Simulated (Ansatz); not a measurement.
Single points on LiI₂⁻.

```yaml
crystal:
  periodic: [false, false, false]
  atoms:
    - {symbol: Li, position_ang: [0.000175, 0.000452, -0.000410]}
    - {symbol: I, position_ang: [-0.415562, 1.939288, 1.601879]}
    - {symbol: I, position_ang: [0.415387, -1.939731, -1.601479]}
basis:
  gaussian: {orbitals: def2-TZVPD, initial_orbitals: start.molden}
total_charge: -1
hamiltonian: {xc: lda}
scf: {omitted_lower_state_checks: [starts]}
output: {orbitals: {seedname: orbitals}}
```

The file start.molden holds the orbitals of an earlier run on this structure, at another level or in another basis.

```sh
$ ansatz run in.yaml --threads 4 --pin off --events-out ev --progress --plain --max-ram 3916MiB
```

Shortened log:

```
Functional definition: SPW92
993 factors; their error is unknown
mean field evaluation 1: about -16386.5047 eV, gradient 1.4e1 eV
mean field evaluation 2: about -16386.7243 eV, gradient 1.9e-1 eV
mean field evaluation 4: about -16386.7122 eV, gradient 7.5e-2 eV
mean field -16386.71222404 eV, -602.2005669210 hartree, gradient 2.1e-5 eV, S^2 0.000000; 0 other end points of the search recorded, 0 dependent functions left out
reference -16386.71228236 eV, -602.2005690643 hartree; 27, 27 occupied and 108, 108 virtual orbitals, 993 factors
Total energy: -16386.71228236 eV, -602.2005690643 hartree
Checks for a lower state left out: starts
```

Run time 0.45 s (4 threads of Arm Neoverse V2 on a shared host).

First input, but with `hamiltonian: {xc: {name: r2SCANh}, dispersion: d4}` (abridged; 2 s):

```
Functional definition: r2SCANh
mean field -16418.93512760 eV, -603.3847367854 hartree, gradient 1.6e-5 eV, S^2 0.000000
Total energy: -16418.95023547 eV, -603.3852919892 hartree
Checks for a lower state left out: starts
```

The first input with `hamiltonian: {xc: pbe, dispersion: d4}` (abridged; 0.85 s):

```
Functional definition: PBE
mean field -16411.79955744 eV, -603.1225094185 hartree, gradient 7.8e-6 eV, S^2 0.000000
Total energy: -16411.84945359 eV, -603.1243430685 hartree
Checks for a lower state left out: starts
```

The first input with `hamiltonian: {xc: pbe0, dispersion: d4}` (abridged; 1.1 s):

```
Functional definition: PBE0
mean field -16413.46079455 eV, -603.1835587563 hartree, gradient 1.5e-5 eV, S^2 0.000000
Total energy: -16413.50655852 eV, -603.1852405512 hartree
Checks for a lower state left out: starts
```

First input, but with `hamiltonian: {xc: {name: BHLYP}, dispersion: d4}` (abridged; 1.4 s):

```
Functional definition: BHLYP
mean field -16410.80491599 eV, -603.0859570194 hartree, gradient 5.6e-6 eV, S^2 0.000000
Total energy: -16410.89141120 eV, -603.0891356599 hartree
Checks for a lower state left out: starts
```

The first input with `hamiltonian: {xc: pbe}`, `correlation: {method: rpa}` and without the key `output` (abridged; 2.1 s):

```
Functional definition: PBE
mean field -16411.79955712 eV, -603.1225094067 hartree, gradient 8.3e-6 eV, S^2 0.000000
8 core orbitals not correlated: weight in the atoms' cores, before any rotation towards them, 1.000 or more for the frozen orbitals, at most 0.000 for the correlated occupied ones
Total energy: -16389.65939053 eV, -602.3088732917 hartree
Checks for a lower state left out: starts
```

As the first input, with `hamiltonian: {xc: r2scan, dispersion: d4}`, `output: {forces: true, orbitals: {seedname: orbitals}}` (abridged; 1.9 s):

```
Functional definition: r2SCAN
mean field -16419.44754407 eV, -603.4035677433 hartree, gradient 1.5e-5 eV, S^2 0.000000
Total energy: -16419.46048677 eV, -603.4040433788 hartree
Atom 0 force    -0.000017    -0.000660    -0.000091 eV/Å
Atom 1 force     0.001127    -0.004889    -0.004265 eV/Å
Atom 2 force    -0.001110     0.005550     0.004356 eV/Å
Dipole moment:     0.000091     0.000311    -0.000196 e Å
Checks for a lower state left out: starts
```

Geometry: r2SCAN-D4/def2-TZVPD.

In the def2 sets I takes a core potential; there is no spin–orbit coupling. Correlated methods freeze 8 core orbitals; core or outer-core shells of Li, I are correlated, in sets that lack core-valence functions. The structure comes from a short search, and lower isomers may exist.
